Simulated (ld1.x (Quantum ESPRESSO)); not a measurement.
**lithium: one change to a TM potential, before and after**

Li (Z = 3), norm-conserving Troullier–Martins (Kleinman–Bylander form), made with ld1.x (Quantum ESPRESSO) 7.5 (PBE, non-relativistic). Core none, reference 1s2 2s0.5 2p0 (charge +0.5). Waves: 2p (bound, empty): rc 4.20 bohr; 3d channel at 0.35 Ry: rc 3.85 bohr; 1s (bound): rc 0.50 bohr. Local part: the s channel. Core correction: none.

Occupied shells without a wave of their own: 2s. They enter only through the test configuration that unscreens the potential.

All-electron outer shells of the reference configuration (PBE, non-relativistic, ld1.x):

```json
{"shell": "1s", "level (eV)": "-55.75", "outermost node (bohr)": "–", "outermost maximum (bohr)": "0.36"}
{"shell": "2s", "level (eV)": "-5.34", "outermost node (bohr)": "0.83", "outermost maximum (bohr)": "2.90"}
{"shell": "2p", "level (eV)": "-3.34", "outermost node (bohr)": "–", "outermost maximum (bohr)": "3.24"}
```

Change: all radii scaled by about 1.18 (s 0.58, p 4.94, d 4.54 bohr).

Cutoffs: the cutoffs (Ry, on a coarse ladder) from which the occupation-weighted sum of valence levels, in a spherical-Bessel basis at the reference potential, stays within 10 and 1 mRy of its value at 400 Ry; they do not see the model core or the augmentation charge, which bear on the density cutoff. Errors are all-electron minus pseudo energies relative to the spin-unpolarised reference configuration.

Q: Predict the effect on cutoff, ghosts and configuration errors.

A: The bound ghost in p disappears; of the 4 tests that both files solve, the error grows in 4 and shrinks in 0 by more than 15 % and 0.3 meV (median size 1.5 → 3.3 meV). More of the atom is replaced by a form fitted at one configuration, so other configurations suffer.

```csv
quantity,base,changed
"cutoff, loose",260 Ry,200 Ry
"cutoff, tight",300 Ry,over 300 Ry
bound ghosts,p,none
"error for 1s2 2s1 2p0, meV [ΔE -2.05 eV]",-1.1,-2.4
"error for 1s2 2s0 2p0, meV [ΔE 3.25 eV]",+1.9,+4.3
"error for 1s2 2s0 2p1, meV [ΔE -0.26 eV]",+0.1,+1.8
"error for 1s1 2s1 2p0, meV [ΔE 66.35 eV]",+25,+45
```

 A true bound ghost makes a file unfit for plane-wave use even where its test errors are small: the radial tests pick states by their node count and pass the ghost by.
